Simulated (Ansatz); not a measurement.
`B[BH][GeH3]` → `BB` + `[GeH2]` at 400 K and 1 bar (germylene loss).

Computed with Ansatz on PBE0-D4/def2-TZVP structures; ΔE is electronic, products minus reactants. CBS: MP2 limit from def2 TZ/QZ plus the TZ coupled-cluster correction, frozen cores. For Ge outer-core shells are correlated without core-valence functions, which leaves a few kJ/mol of doubt a bond. Scalar relativity is left out up to krypton.

```
      species  CCSD(T)/CBS energy (Eh)  H − E (kJ/mol)  S (J/(mol·K))
`B[BH][GeH3]`              -2129.23902           172.1          357.2
         `BB`                -51.92346           119.9          250.5
     `[GeH2]`              -2077.24753            42.4          231.0
```

H − E and S are ideal-gas, rigid-rotor, harmonic terms from PBE0-D4/def2-TZVP. 1 Eh = 2625.50 kJ/mol, R = 8.31446 J/(mol·K).

Problem. By hand: ΔE, ΔH, ΔS and ΔG.

Solution. ΔE = (-51.92346) + (-2077.24753) − (-2129.23902) = 0.06803 Eh = 178.6 kJ/mol. Δ(H − E) = 119.9 + 42.4 − 172.1 = -9.8, so ΔH = 168.8 kJ/mol. ΔS = 250.5 + 231.0 − 357.2 = 124.3 J/(mol·K). ΔG = 168.8 − 400 × (124.3)/1000 = 119.1 kJ/mol.

Problem. By hand: the equilibrium constant, and the temperature at which ΔG would vanish if ΔH and ΔS stayed fixed.

Solution. log₁₀ K = −ΔG/(RT ln 10) = -15.6. ΔG = 0 at ΔH/ΔS = 1358 K.

The number of gas molecules changes by +1, which sets the sign of ΔS. A doubt of 5 kJ/mol in ΔE shifts log₁₀ K by 0.7 here. These are equilibria of isolated gas molecules and say nothing of rates. Largest T1 diagnostic: 0.013 (customary marks: 0.02 for closed shells, 0.045 for open ones).
